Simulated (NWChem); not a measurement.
A series in which one site is exchanged, each optimised at PBE0/def2-SVP with NWChem, gas phase unless a solvent is named. For some, no frequency run checked for a minimum. def2 effective core potentials on Cd, Te; no spin-orbit coupling.

A: [CH3][Zn][Cl] (CH3ClZn; site = Zn)
B: [Mg]([CH3])[Cl] (CH$_{3}$ClMg; site = Mg)
C: C[Te]Cl (CH₃ClTe; site = Te)
D: [CH3][Cd][Cl] (CH3CdCl; site = Cd)

Question: Rank them by static polarisability, B3LYP/def2-SVPD (bohr³), lowest first.

Answer: A (52.2), B (54.2), D (60.2), C (69.9)
